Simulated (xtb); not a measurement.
Input for xtb: GFN-FF on H2S (SMILES S).

```
$ xtb mol.xyz --gfnff --sp --chrg 0 --uhf 0
3

S      0.59624197     0.39125548     0.22883725
H      0.16097036     0.80605790     1.43809472
H     -0.63877004     0.04382232    -0.16652665
```

Program output:

```
[...]
           -------------------------------------------------
          |                Calculation Setup                |
           -------------------------------------------------



          ==================== Thresholds ====================
          CN  :   150.00000
          rep :   500.00000
          disp:  2500.00000
          HB1 :   250.00000
          HB2 :   450.00000

          Pauling EN used:
          Z : 1  EN :  2.20
          Z :16  EN :  2.58
          electric field strengths (au): 0.000

           -------------------------------------------------
          |           Force Field Initialization            |
           -------------------------------------------------

          distances ...
          ----------------------------------------
          generating topology and atomic info file ...
          pair mat ...
          computing topology distances matrix with Floyd-Warshall algo ...
          making topology EEQ charges ...
          #fragments for EEQ constrain: 1
          ----------------------------------------
          generating topology and atomic info file ...
          pair mat ...
          computing topology distances matrix with Floyd-Warshall algo ...
          making topology EEQ charges ...
          #fragments for EEQ constrain: 1
          rings ...
          # BATM   0
          # H in HB   2

  atom   neighbors  erfCN metchar sp-hybrid imet pi  qest     coordinates
    1  S       2    1.92   0.00         3    0    0  -0.171    1.126734    0.739366    0.432440
    2  H       1    0.97   0.00         0    0    0   0.086    0.304190    1.523229    2.717605
    3  H       1    0.98   0.00         0    0    0   0.086   -1.207100    0.082812   -0.314690

          #atoms :   3
          #bonds :   2
          #angl  :   1
          #tors  :   0
          #nmol  :   1
          #optfrag :   1
           -------------------------------------------------
          |                   G F N - F F                   |
          |          A general generic force-field          |
          |                  Version 1.0.3                  |
           -------------------------------------------------
          Number of HB bonds (bound hydrogen)     0
          Number of HB bonds (unbound hydrogen)   0
          Number of XB bonds                      0

 E+G (total)                   0 d,  0 h,  0 min,  0.000 sec
 distance/D3 list               ...        0 min,  0.000 sec (  1.221%)
 non bonded repulsion           ...        0 min,  0.000 sec ( 21.511%)
 dCN                            ...        0 min,  0.000 sec (  2.223%)
 EEQ energy and q               ...        0 min,  0.000 sec ( 13.747%)
 D3                             ...        0 min,  0.000 sec ( 14.805%)
 EEQ gradient                   ...        0 min,  0.000 sec (  8.939%)
 bonds                          ...        0 min,  0.000 sec (  8.053%)
 bend and torsion               ...        0 min,  0.000 sec (  5.866%)
 bonded ATM                     ...        0 min,  0.000 sec (  0.561%)
 HB/XB (incl list setup)        ...        0 min,  0.000 sec ( 12.653%)

         :::::::::::::::::::::::::::::::::::::::::::::::::::::
         ::                     SUMMARY                     ::
         :::::::::::::::::::::::::::::::::::::::::::::::::::::
         :: total energy              -0.248260165747 Eh    ::
         :: gradient norm              0.010379908830 Eh/a0 ::
         ::.................................................::
         :: bond energy               -0.251370023710 Eh    ::
         :: angle energy               0.001956235703 Eh    ::
         :: torsion energy             0.000000000000 Eh    ::
Note: The following floating-point exceptions are signalling: IEEE_UNDERFLOW_FLAG IEEE_DENORMAL
normal termination of xtb
         :: repulsion energy           0.008279512700 Eh    ::
         :: electrostat energy        -0.006765240606 Eh    ::
         :: dispersion energy         -0.000360649834 Eh    ::
         :: HB energy                  0.000000000000 Eh    ::
         :: XB energy                  0.000000000000 Eh    ::
         :: bonded atm energy          0.000000000000 Eh    ::
         :: external energy            0.000000000000 Eh    ::
         :: add. restraining           0.000000000000 Eh    ::
         :: total charge               0.000000000000 e     ::
         :::::::::::::::::::::::::::::::::::::::::::::::::::::

           -------------------------------------------------
          |                Property Printout                |
           -------------------------------------------------

molecular dipole:
                 x           y           z       tot (Debye)
 q only:       -0.336       0.013       0.162       0.948

           -------------------------------------------------
          | TOTAL ENERGY               -0.248260165747 Eh   |
          | GRADIENT NORM               0.010379908830 Eh/α |
           -------------------------------------------------
########################################################################
[WARNING] Runtime exception occurred
-1- gfnff_setup: Could not read topology file.
########################################################################

------------------------------------------------------------------------
------------------------------------------------------------------------
 total:
 SCF:
```

The run finished.

Cost: about 0.03 core-seconds (a rough figure).
